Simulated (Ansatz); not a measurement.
One change: `CBNC[SiH3]` becomes `CBNCF`.

Ansatz, PBE0-D4/def2-TZVP geometries, multiplicity 1. Each molecule was computed in one conformer, which needn't be the lowest.

```tsv
property	`CBNC[SiH3]`
HOMO–LUMO gap (ωB97M-V/def2-TZVPP) / eV	11.57
LUMO energy (PBE0/def2-TZVPP) / eV	0.48
HOMO energy (B3LYP/def2-TZVPP) / eV	-7.11
LUMO energy (PBE/def2-TZVPP) / eV	-0.43
HOMO energy (PBE0/def2-TZVPP) / eV	-7.32
LUMO energy (B3LYP/def2-TZVPP) / eV	0.25
```

**Question.** Give the same properties after the change, and the shifts. (An estimate is asked.)

**Answer.** The calculation gave: 
| property | `CBNCF` | shift |
| --- | --- | --- |
| HOMO–LUMO gap (ωB97M-V/def2-TZVPP) / eV | 13.07 | 1.50 |
| LUMO energy (PBE0/def2-TZVPP) / eV | 0.29 | -0.19 |
| HOMO energy (B3LYP/def2-TZVPP) / eV | -8.33 | -1.22 |
| LUMO energy (PBE/def2-TZVPP) / eV | -0.71 | -0.28 |
| HOMO energy (PBE0/def2-TZVPP) / eV | -8.56 | -1.24 |
| LUMO energy (B3LYP/def2-TZVPP) / eV | 0.05 | -0.20 |

With PBE0 the HOMO falls by 1.24 eV and the LUMO falls by 0.19 eV, so the gap widens by about 1.05 eV. PBE moves the HOMO by -1.08 eV and ωB97M-V by -1.34 eV.

B3LYP here is the variant with VWN-RPA as its local correlation; programs differ in this.
